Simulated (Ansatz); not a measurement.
What each rung costs, and what it gives

Saddle point of AlSiH6ClO2F, doublet (AlSiH₃ClO ([SiH3][O][Al][Cl]) + H₂O + HF → AlHClO ([OH][Al][Cl]) + SiH₄O ([OH][SiH3]) + HF; bonds formed: O2–H7, H5–F8; dative contacts that become bonds: Al1–O6; bonds broken: H5–O6, H7–F8), PBE0-D4/def2-TZVP structure:

```
12
angstrom
Al -1.1725 0.1279 1.0923
O -0.0098 -0.5202 -0.1985
Si -0.2440 -0.7220 -1.8516
Cl -2.3090 1.6277 0.0881
H 1.2111 0.4977 1.6203
O 0.2189 0.8651 2.0526
H 1.0271 -0.3840 0.1901
F 1.9984 -0.0395 0.8858
H -1.6409 -1.1698 -2.0346
H 0.7142 -1.7585 -2.2975
H 0.0078 0.5536 -2.5565
H 0.1986 0.9222 3.0094
```

Barriers are electronic and count from the start structure reached by relaxing down the imaginary mode. Spin–orbit coupling is left out.

Program: Ansatz 0.2.0. Basis: as named in each row. Cores are frozen in the correlated methods; orbitals are unrestricted. B3LYP uses VWN-RPA correlation. Extrapolation: Hartree–Fock as exp(−7.88 √X), correlation as X^−2.97.

Times are rough, for one single point on 4 threads of a shared host (AMD EPYC 7R13), with one NVIDIA H100 (or a share of it) where marked.

The estimate by CCSD(T) at an estimated basis limit (MP2 extrapolated from triple and quadruple zeta, plus CCSD(T) − MP2 in triple zeta) is 4.80 kcal/mol.

```
      method       basis   time (s)  barrier (kcal/mol)  method less estimate
          HF      STO-3G    under 1               -8.95                -13.75
      PBE-D4      STO-3G    under 1              -23.24                -28.04
       SPW92    def2-SVP          1               -3.15                 -7.95
    B3LYP-D4       6-31G          2               -2.88                 -7.68
      PBE-D4    def2-SVP          2                0.56                 -4.24
       SPW92  def2-TZVPP   2 (H100)               -2.00                 -6.80
   r2SCAN-D4  def2-TZVPP   2 (H100)                2.28                 -2.52
     PBE0-D4    def2-SVP          2                2.11                 -2.68
     BLYP-D4  def2-TZVPP   3 (H100)                2.56                 -2.24
  r2SCAN0-D4  def2-TZVPP   3 (H100)                3.25                 -1.54
     PBE0-D4  def2-TZVPP   3 (H100)                2.92                 -1.88
      PBE-D4  def2-TZVPP   4 (H100)                1.58                 -3.22
    B3LYP-D4  def2-TZVPP   4 (H100)                3.42                 -1.38
CAM-B3LYP-D4  def2-TZVPP   5 (H100)                3.07                 -1.73
      B97M-V  def2-TZVPP   6 (H100)                5.51                  0.71
     CCSD(T)    def2-SVP   6 (H100)                5.15                  0.35
    PBE-QIDH  def2-TZVPP   6 (H100)                3.94                 -0.86
    BHLYP-D4  def2-TZVPP   6 (H100)                5.02                  0.22
     wB97X-V  def2-TZVPP   6 (H100)                3.72                 -1.08
  RPA on PBE  def2-TZVPP   6 (H100)                4.11                 -0.69
     wB97M-V  def2-TZVPP   7 (H100)                4.14                 -0.66
         MP2  def2-QZVPP   8 (H100)                4.11                 -0.69
     wB97M-V    def2-SVP          8                3.19                 -1.61
      B2PLYP  def2-TZVPP   8 (H100)                4.10                 -0.70
     CCSD(T)  def2-TZVPP  22 (H100)                4.62                 -0.18
```

All methods are single points on the PBE0-D4 structures; a negative value means that the method puts the saddle structure below the start.

T1 diagnostic: at most 0.012. ⟨S²⟩ of the unrestricted Hartree–Fock references: 0.75 (a pure state has 0.75).

Labels in which every atom is bracketed show which atoms are joined, not bond orders.
